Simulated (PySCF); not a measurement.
Species: sum formula H$_{9}$Si$_{4}$O$_{3}$Cl (charge 0, singlet). 
Structure (B3LYP-D3(BJ)/def2-TZVP (Ansatz) minimum search):
```xyz
17

Si    -0.0084     3.0342    -0.6898
O      0.2936     1.5979     0.0559
Si    -0.0042     0.0167     0.0542
Cl     0.1408    -0.6860    -1.8791
O     -1.4910    -0.2672     0.5996
Si    -2.7099    -1.3697     0.6966
O      1.0753    -0.7498     0.9681
Si     2.6366    -1.2580     1.0871
H     -1.4590     3.1749    -0.9454
H      0.7301     3.0934    -1.9692
H      0.4531     4.1094     0.2112
H     -3.3880    -1.4753    -0.6128
H     -2.1663    -2.6905     1.0834
H     -3.6601    -0.8940     1.7220
H      2.8613    -1.6823     2.4837
H      3.5550    -0.1509     0.7401
H      2.8597    -2.3955     0.1695
```
Charge 0, spin multiplicity 1.

Dispersion corrections to the total energy (kcal/mol) from the dftd3 and dftd4 libraries through PySCF: D3(BJ) without and D4 with the three-body term, each with the damping fitted for the functional named.

```json
[
 {"functional": "BP86", "D3(BJ)": "-21.09", "D4": "-18.46"},
 {"functional": "BHLYP", "D3(BJ)": "-17.55", "D4": "-17.15"},
 {"functional": "LC-wPBE", "D3(BJ)": "-12.47", "D4": "(withheld)"},
 {"functional": "BLYP", "D3(BJ)": "-25.37", "D4": "(withheld)"},
 {"functional": "TPSSh", "D3(BJ)": "-14.46", "D4": "-15.89"},
 {"functional": "HSE06", "D3(BJ)": "-9.56", "D4": "-10.67"},
 {"functional": "B2GP-PLYP", "D3(BJ)": "-10.03", "D4": "(withheld)"}
]
```

Complete the blanks.


- LC-wPBE, D4: -14.47
- BLYP, D4: -27.08
- B2GP-PLYP, D4: -5.83
